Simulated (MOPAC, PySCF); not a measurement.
H2BF2N, SMILES `NB(F)F`, neutral singlet in the gas phase. 

Z-matrix (Å, degrees):
```
B
F 1 1.3345
F 1 1.3345 2 117.54
N 1 1.3942 2 121.23 3 180.00
H 4 1.0045 1 122.44 2 -180.00
H 4 1.0045 5 115.11 1 -179.99
```
Charge 0, multiplicity 1.

All levels are single points at this geometry (B3LYP-D3(BJ)/def2-TZVP); Pople sets use spherical d functions. Orbital energies aren't observables, and empty levels follow the basis.

B3LYP/6-311+G** in PySCF gives gap (eV) = 8.02.

Task: Estimate the gap (eV) from each of these levels: B3LYP-D3(BJ)/def2-TZVP in PySCF; SVWN5/6-31G* in PySCF; HF/3-21G in PySCF; HF/6-31G* in PySCF; HF/STO-3G in PySCF; AM1 in MOPAC; PM3 in MOPAC; PM6 in MOPAC.

Result: 
```csv
level,gap (eV)
B3LYP-D3(BJ)/def2-TZVP in PySCF,8.66
SVWN5/6-31G* in PySCF,7.95
HF/3-21G in PySCF,18.83
HF/6-31G* in PySCF,18.15
HF/STO-3G in PySCF,20.11
AM1 in MOPAC,13.18
PM3 in MOPAC,12.39
PM6 in MOPAC,12.38
```
